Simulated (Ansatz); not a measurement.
`O[SiH2]N[SiH2][SiH3]` + CH₄ → `C[SiH2]N[SiH2]O` + SiH₄  (formal exchange of groups at the Si–Si bond)

Computed with Ansatz on PBE0-D4/def2-TZVP structures; ΔE is electronic, products minus reactants. CCSD(T)/CBS adds triple-zeta CCSD(T) − MP2 to the extrapolated MP2 energy (def2 sets, frozen cores). This one scheme is used for every species. Functionals use def2-TZVPP. Each species was taken in one conformer, which may not be the lowest.

`O[SiH2]N[SiH2][SiH3]`:

```xyz
14

O     1.814   -0.623    2.112
Si    0.215   -0.528    1.741
N    -0.237   -1.331    0.292
Si   -0.615   -0.656   -1.258
Si   -0.303    1.665   -1.273
H     2.438   -0.239    1.495
H    -0.199    0.887    1.549
H    -0.445   -1.153    2.909
H    -0.236   -2.342    0.333
H     0.262   -1.249   -2.310
H    -2.017   -0.964   -1.664
H     1.057    2.023   -0.782
H    -1.313    2.388   -0.457
H    -0.421    2.121   -2.686
```

CH₄:

Cartesian coordinates in Å:
```
C 0.000 0.000 0.000
H -0.184 1.036 0.284
H 0.629 -0.477 0.751
H 0.504 -0.028 -0.966
H -0.949 -0.531 -0.070
```

`C[SiH2]N[SiH2]O`:

Cartesian coordinates in Å:
```
C 1.024 1.901 1.213
Si 0.808 0.104 0.762
N -0.737 -0.208 0.043
Si -1.052 -0.930 -1.484
O -0.699 -2.536 -1.567
H 0.940 2.537 0.329
H 0.266 2.218 1.934
H 2.005 2.069 1.666
H 1.003 -0.717 1.992
H 1.812 -0.316 -0.251
H -1.554 0.026 0.589
H -2.496 -0.691 -1.752
H -0.189 -0.342 -2.532
H -1.131 -3.116 -0.939
```

SiH₄:

```xyz
5

Si    0.000    0.000    0.000
H    -0.044   -0.763    1.273
H     1.358   -0.103   -0.592
H    -0.317    1.426    0.266
H    -0.997   -0.560   -0.947
```

```
             level  ΔE (kJ/mol)
            PBE-D4         13.5
            r2SCAN          3.3
    MP2/def2-TZVPP         -6.4
   CCSD/def2-TZVPP         -3.6
CCSD(T)/def2-TZVPP         -1.5
     HF/def2-QZVPP        -15.2
    MP2/def2-QZVPP         -6.0
     MP2/CBS(def2)         -5.3
```

(1) What does CCSD(T)/CBS give? (An estimate is asked.)

Largest T1 diagnostic among the species: 0.012.

Results:

(1) The calculation gave: -0.4 kJ/mol. The listed levels differ from it by 13.9, 3.7, -6.0, -3.2, -1.1, -14.8, -5.6, -4.9 kJ/mol.

In def2-TZVPP, CCSD(T) changes the Hartree–Fock value by +12.9 kJ/mol (the triples alone add +2.1 kJ/mol) and MP2 by +8.0 kJ/mol. The D4 term adds +6.0 kJ/mol with B3LYP and +3.4 kJ/mol with PBE0; it sums over pairs of atoms, weighted by their polarisabilities, and B3LYP, whose exchange is more repulsive, gets the larger term. From PBE to PBE0 (25 % exact exchange), in def2-TZVPP and without D4, ΔE moves by −3.5 kJ/mol.

B3LYP here is the variant with VWN-RPA as its local correlation; programs differ in this.
